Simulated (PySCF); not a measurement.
# Radial density of S (sulfur, neutral)

UHF, [Ne] 3s2 3p4, high-spin 3P determinant. Computed with PySCF 2.14 in def2-TZVPPD (6s6p4d1f, 51 functions), with the non-relativistic Hamiltonian (point nucleus).

```json
{"r (bohr)": "0.00184", "4πr²ρ (e/bohr)": "0.1067", "4πr²(ρα − ρβ)": "0.0000"}
{"r (bohr)": "0.00309", "4πr²ρ (e/bohr)": "0.2911", "4πr²(ρα − ρβ)": "0.0000"}
{"r (bohr)": "0.00520", "4πr²ρ (e/bohr)": "0.7674", "4πr²(ρα − ρβ)": "0.0001"}
{"r (bohr)": "0.00875", "4πr²ρ (e/bohr)": "1.942", "4πr²(ρα − ρβ)": "0.0001"}
{"r (bohr)": "0.0147", "4πr²ρ (e/bohr)": "4.537", "4πr²(ρα − ρβ)": "0.0004"}
{"r (bohr)": "0.0248", "4πr²ρ (e/bohr)": "9.342", "4πr²(ρα − ρβ)": "0.0012"}
{"r (bohr)": "0.0416", "4πr²ρ (e/bohr)": "15.50", "4πr²(ρα − ρβ)": "0.0051"}
{"r (bohr)": "0.0700", "4πr²ρ (e/bohr)": "18.28", "4πr²(ρα − ρβ)": "0.0221"}
{"r (bohr)": "0.118", "4πr²ρ (e/bohr)": "14.07", "4πr²(ρα − ρβ)": "0.0831"}
{"r (bohr)": "0.198", "4πr²ρ (e/bohr)": "12.78", "4πr²(ρα − ρβ)": "0.2003"}
{"r (bohr)": "0.333", "4πr²ρ (e/bohr)": "17.73", "4πr²(ρα − ρβ)": "0.1974"}
{"r (bohr)": "0.561", "4πr²ρ (e/bohr)": "10.43", "4πr²(ρα − ρβ)": "-0.0108"}
{"r (bohr)": "0.943", "4πr²ρ (e/bohr)": "2.933", "4πr²(ρα − ρβ)": "0.4323"}
{"r (bohr)": "1.59", "4πr²ρ (e/bohr)": "3.523", "4πr²(ρα − ρβ)": "1.1418"}
{"r (bohr)": "2.67", "4πr²ρ (e/bohr)": "1.397", "4πr²(ρα − ρβ)": "0.5116"}
{"r (bohr)": "4.49", "4πr²ρ (e/bohr)": "0.1160", "4πr²(ρα − ρβ)": "0.0374"}
{"r (bohr)": "7.55", "4πr²ρ (e/bohr)": "0.0006732", "4πr²(ρα − ρβ)": "0.0000"}
```

**Question.** Where is the radial spin density 4πr²(ρα − ρβ) most negative, and why is it negative at all?

**Answer.** Around r = 0.561 bohr, down to -0.0108 e/bohr: exchange with the open shell polarises the paired shells in an unrestricted calculation.
